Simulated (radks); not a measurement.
All-electron atom: Sr+ in [Kr] 5s1. Method: scalar-relativistic Kohn-Sham, LDA (Slater exchange, VWN5 correlation), spin-polarised, spherical densities, finite nucleus; open shells are filled with parallel spins first (spin-orbit coupling, left out, can overturn this in heavy ions); Fermi nuclear charge, rms radius 4.224 fm; hard spherical wall at 3.5 bohr; computed with a radial shooting solver on a logarithmic mesh with Libxc functionals.

Unscreened Slater integrals over Kohn-Sham orbitals (cm^-1). They are taken over the spin-up orbitals. Empty in this configuration: 4d.

\begin{tabular}{lr}
integral & value \\ \hline
F0(5s,5s) & 91302 \\
F0(5s,4p) & 103260 \\
G1(5s,4p) & 15893 \\
F0(5s,4s) & 106700 \\
G0(5s,4s) & 10792 \\
F0(5s,3d) & 125950 \\
G2(5s,3d) & 7265.9 \\
F0(5s,4d) & 96706 \\
G2(5s,4d) & 25486 \\
F0(4p,4p) & 129320 \\
F2(4p,4p) & 68683 \\
F0(4p,4s) & 136430 \\
G1(4p,4s) & 92245 \\
F0(4p,3d) & 167020 \\
F2(4p,3d) & 36204 \\
G1(4p,3d) & 11804 \\
G3(4p,3d) & 11132 \\
F0(4p,4d) & 115280 \\
F2(4p,4d) & 59371 \\
G1(4p,4d) & 73434 \\
G3(4p,4d) & 45580 \\
F0(4s,4s) & 145250 \\
F0(4s,3d) & 185340 \\
G2(4s,3d) & 15303 \\
F0(4s,4d) & 119560 \\
G2(4s,4d) & 51380 \\
F0(3d,3d) & 401710 \\
F2(3d,3d) & 194750 \\
F4(3d,3d) & 123030 \\
F0(3d,4d) & 137490 \\
F2(3d,4d) & 23289 \\
F4(3d,4d) & 9747.4 \\
G0(3d,4d) & 7942.7 \\
G2(3d,4d) & 8490.6 \\
G4(3d,4d) & 6270.4 \\
F0(4d,4d) & 106240 \\
F2(4d,4d) & 58373 \\
F4(4d,4d) & 39660 \\
\end{tabular}
